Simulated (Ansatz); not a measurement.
# Redistribution: C2H4Cl2 + CH2BrI → C2H4ClI + CH2BrCl

Species: C2H4Cl2 (1,1-dichloroethane) `CC(Cl)Cl`, singlet; CH2BrI (bromoiodomethane) `BrCI`, singlet; C2H4ClI `CC(Cl)I`, singlet; CH2BrCl `ClCBr`, singlet. The partners trade Cl for I; both sit on C, so the bond types are kept.

Shapes, held fixed at every level: PBE0-D4/def2-TZVP. Programs: Ansatz 0.2.0. The zero-point and thermal change to 298 K, harmonic and unscaled (PBE0-D4/def2-TZVP), is +0.4 kJ/mol.

```csv
level,kind,ΔH(298 K) (kJ/mol),less CCSD(T)/def2-TZVPP
PBE-D4/def2-TZVPP,GGA,+4.1,-1.6
r2SCAN-D4/def2-TZVPP,meta-GGA,+5.2,-0.5
B3LYP-D4/def2-TZVPP,global hybrid,+4.8,-0.9
r2SCAN0-D4/def2-TZVPP,global hybrid,+5.8,+0.1
wB97M-V/def2-TZVPP,range-separated hybrid,+6.6,+0.9
wB97X-V/def2-TZVPP,range-separated hybrid,+6.7,+1.0
CCSD/def2-SVP,coupled cluster or CI,+8.0,+2.3
CCSD(T)/def2-TZVPP,coupled cluster or CI,+5.7,0.0
```

The highest level, CCSD(T)/def2-TZVPP, gives ΔH(298 K) = +5.7 kJ/mol; the levels span +4.1 to +8.0. The column of differences is taken from that level and isn't an error. No measured value is set beside it here. For atoms past krypton def2 sets carry core potentials with scalar relativity. Relativity is left out for Br unless named. Correlated rows may include outer-core shells of Br, I, which these sets cover unevenly.
